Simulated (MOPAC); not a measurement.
MOPAC input (PM7):

```
PM7 1SCF GEO-OK AUX(PRECISION=9) THREADS=1
C2H2Cl4

C    -0.75978800 1    0.05014500 1    0.07071500 1
C     0.75978800 1   -0.05014500 1   -0.07071500 1
Cl    1.34153400 1   -1.61205400 1    0.56736100 1
Cl    1.55485000 1    1.28751300 1    0.80316900 1
Cl   -1.55485000 1   -1.28751300 1   -0.80316900 1
Cl   -1.34153400 1    1.61205400 1   -0.56736100 1
H    -1.05489900 1   -0.01286700 1    1.11249200 1
H     1.05489900 1    0.01286700 1   -1.11249200 1
```

From the output:

```
                                                       MOPAC v23.2.5 Linux

          FINAL HEAT OF FORMATION =        -33.84677 KCAL/MOL =    -141.61487 KJ/MOL

          COSMO AREA              =        149.37 SQUARE ANGSTROMS
          COSMO VOLUME            =        148.54 CUBIC ANGSTROMS

          IONIZATION POTENTIAL    =         11.520326 EV
          HOMO LUMO ENERGIES (EV) =        -11.520 -0.998
          NO. OF FILLED LEVELS    =         19
          MOLECULAR WEIGHT        =        167.8498         POINT GROUP:  C2h

          MOLECULAR DIMENSIONS (Angstroms)

            Atom       Atom       Distance
           Cl     6   Cl     3     4.34526
           Cl     5   Cl     4     4.32403
            H     8    H     7     2.91614

          SCF CALCULATIONS        =          1

   ATOM   CHEMICAL          X               Y               Z
  NUMBER   SYMBOL      (ANGSTROMS)     (ANGSTROMS)     (ANGSTROMS)

     1       C         -0.75978800  *   0.05014500  *   0.07071500  *
     2       C          0.75978800  *  -0.05014500  *  -0.07071500  *
     3      Cl          1.34153400  *  -1.61205400  *   0.56736100  *
     4      Cl          1.55485000  *   1.28751300  *   0.80316900  *
     5      Cl         -1.55485000  *  -1.28751300  *  -0.80316900  *
     6      Cl         -1.34153400  *   1.61205400  *  -0.56736100  *
     7       H         -1.05489900  *  -0.01286700  *   1.11249200  *
     8       H          1.05489900  *   0.01286700  *  -1.11249200  *

                             CARTESIAN COORDINATES

   1    C       -0.759788000     0.050145000     0.070715000
   2    C        0.759788000    -0.050145000    -0.070715000
   3   Cl        1.341534000    -1.612054000     0.567361000
   4   Cl        1.554850000     1.287513000     0.803169000
   5   Cl       -1.554850000    -1.287513000    -0.803169000
   6   Cl       -1.341534000     1.612054000    -0.567361000
   7    H       -1.054899000    -0.012867000     1.112492000
   8    H        1.054899000     0.012867000    -1.112492000

           Empirical Formula: C2 H2 Cl4  =     8 atoms

      MOLECULAR POINT GROUP   :   C2h

                  EIGENVALUES
 -30.35676 -27.33388 -26.14374 -25.68703 -23.70837 -21.24622 -17.01054 -16.33308
 -16.31216 -14.65853 -14.15282 -12.15180 -12.08229 -12.04981 -11.93892 -11.85162
 -11.79280 -11.65364 -11.52033  -0.99783  -0.91466  -0.17889   0.16620   1.49456
   3.79447   4.05976  67.48846  67.83245  67.91105  67.99723  68.04712  68.13836
  68.16878  68.20721  68.58062  68.66195  68.82509  69.04656  69.10209  69.32892
  69.37186  69.38489  69.80636  69.92003  70.19743  70.57361

              NET ATOMIC CHARGES AND DIPOLE CONTRIBUTIONS

  ATOM NO.   TYPE          CHARGE      No. of ELECS.   s-Pop       p-Pop       d-Pop
    1          C          -0.055520        4.0555     1.15197     2.90355
    2          C          -0.055520        4.0555     1.15197     2.90355
    3         Cl          -0.065751        7.0658     1.98642     5.07323     0.00610
    4         Cl          -0.065750        7.0658     1.98642     5.07323     0.00610
    5         Cl          -0.065750        7.0658     1.98642     5.07323     0.00610
    6         Cl          -0.065751        7.0658     1.98642     5.07323     0.00610
    7          H           0.187021        0.8130     0.81298
    8          H           0.187021        0.8130     0.81298
 DIPOLE           X         Y         Z       TOTAL
 POINT-CHG.    -0.000     0.000    -0.000     0.000
 HYBRID         0.000    -0.000     0.000     0.000
 SUM           -0.000     0.000    -0.000     0.000

          ATOMIC ORBITAL ELECTRON POPULATIONS

     Atom    s        px        py        pz      x^2-y^2     xz        z^2       yz        xy
    1  C   1.15197   0.95885   0.87333   1.07137
    2  C   1.15197   0.95885   0.87333   1.07137
    3 Cl   1.98642   1.89126   1.29754   1.88443   0.00161   0.00043   0.00078   0.00150   0.00178
    4 Cl   1.98642   1.80953   1.47519   1.78851   0.00125   0.00081   0.00074   0.00160   0.00171
    5 Cl   1.98642   1.80953   1.47519   1.78851   0.00125   0.00081   0.00074   0.00160   0.00171
    6 Cl   1.98642   1.89126   1.29754   1.88443   0.00161   0.00043   0.00078   0.00150   0.00178
    7  H   0.81298
    8  H   0.81298

 **********************
 *                    *
 * JOB ENDED NORMALLY *
 *                    *
 **********************

 == MOPAC DONE ==
```

The geometry given is a B3LYP-D3(BJ)/def2-TZVP minimum.
